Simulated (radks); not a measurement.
Values are calculated unless marked as measured or tabulated.
Q: Code: a radial shooting solver on a logarithmic mesh with Libxc functionals. Model: scalar-relativistic Kohn-Sham, LDA (Slater exchange, Perdew-Wang correlation), spin-polarised, spherical densities, finite nucleus; Fermi nuclear charge, rms radius of each element as measured or else 0.836 A^(1/3) + 0.57 fm. Response by self-consistent Sternheimer equations with the Hartree and adiabatic LDA kernel, the relativistic mass of each level held fixed and spin-orbit coupling left out. Rank Ar, Sc3+, K+, Ca2+, Mn7+, Ti4+, Cr6+, Fe8+, V5+ (NIST ground configurations) by static dipole polarisability, largest first.

A: Ar 12.03, K+ 5.743, Ca2+ 3.344, Sc3+ 2.163, Ti4+ 1.495, V5+ 1.083, Cr6+ 0.8126, Mn7+ 0.6266, Fe8+ 0.4941 bohr^3.
